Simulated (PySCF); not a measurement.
A PySCF script (with the pyscf-properties extension) for the NMR shieldings of SMILES C#CCN(BC(=C)C)CC, C₈H₁₄BN, on a GFN2-xTB geometry:

```python
import basis_set_exchange as bse
import numpy as np
from pyscf import gto, dft
from pyscf.prop import nmr

atoms = """
C    -1.338697    1.469264   -2.133199
C    -1.086110    1.316084   -0.973046
C    -0.760220    1.106154    0.428983
N    -0.466104   -0.285735    0.742148
B     0.816997   -0.799896    0.688941
C     2.037891    0.121938    0.301438
C     2.765029    0.787737    1.188915
C     2.360328    0.214325   -1.166068
C    -1.632977   -1.081592    1.067880
C    -2.488093   -1.422418   -0.152063
H    -1.560058    1.611961   -3.148920
H     0.123434    1.707404    0.666285
H    -1.598972    1.456059    1.045200
H     0.982154   -1.934862    0.942515
H     3.602358    1.409104    0.904991
H     2.558019    0.736747    2.246141
H     3.225134    0.851827   -1.344021
H     2.567605   -0.778495   -1.564853
H     1.505249    0.616053   -1.710424
H    -1.288287   -2.007694    1.531472
H    -2.246181   -0.542942    1.802774
H    -3.312104   -2.067182    0.143758
H    -1.884510   -1.941025   -0.892841
H    -2.893621   -0.523052   -0.608452
"""
names = dict.fromkeys(["C", "N", "B", "H"], "pcSseg-1")
basis = {el: gto.basis.parse(bse.get_basis(n, elements=[el], fmt="nwchem")) for el, n in names.items()}
mol = gto.M(atom=atoms, basis=basis, charge=0, verbose=0)
mf = dft.RKS(mol, xc="PBE0")
mf.grids.level = 2
mf.grids.alignment = dft.numint.BLKSIZE   # the property module wants whole blocks of grid points
mf.conv_tol = 1e-9
mf.kernel()

calc = nmr.RKS(mf)   # GIAO
C = mf.mo_coeff
Co = C[:, mf.mo_occ > 0]
resp = mf.gen_response(singlet=True, hermi=2)
def vind(x):   # induced exchange potential for any number of trial vectors
    d = np.einsum("pi,xij,qj->xpq", C, 2 * x.reshape(-1, C.shape[1], Co.shape[1]), Co, optimize=True)
    return np.einsum("xpq,pi,qj->xij", resp(d - d.transpose(0, 2, 1)), C, Co, optimize=True).ravel()
mo1, _ = nmr.rhf.solve_mo1(calc, with_cphf=vind)
sigma = calc.kernel(mo1)
for i, s in enumerate(sigma):   # ppm
    print("%2d %-2s %9.2f" % (i, mol.atom_pure_symbol(i), np.trace(s) / 3))
```

Q: What does it print?

A: 
```
 0 C     107.54
 1 C      94.58
 2 C     144.27
 3 N     110.03
 4 B      59.74
 5 C      24.53
 6 C      67.40
 7 C     160.42
 8 C     127.70
 9 C     165.17
10 H      29.98
11 H      26.62
12 H      28.52
13 H      26.36
14 H      26.18
15 H      26.94
16 H      29.89
17 H      29.71
18 H      29.02
19 H      27.92
20 H      28.59
21 H      30.61
22 H      30.44
23 H      29.23
```

These numbers come from an equivalent density-fitted implementation of the same equations, which agrees with the script to about 0.01 ppm for H and up to a few tenths of a ppm for heavy atoms, so last digits may differ.

Size and cost of the density-fitted run: 240 basis functions, 58 s wall time on 1 thread of an Intel Xeon, shared host; peak memory 1.1 GiB.
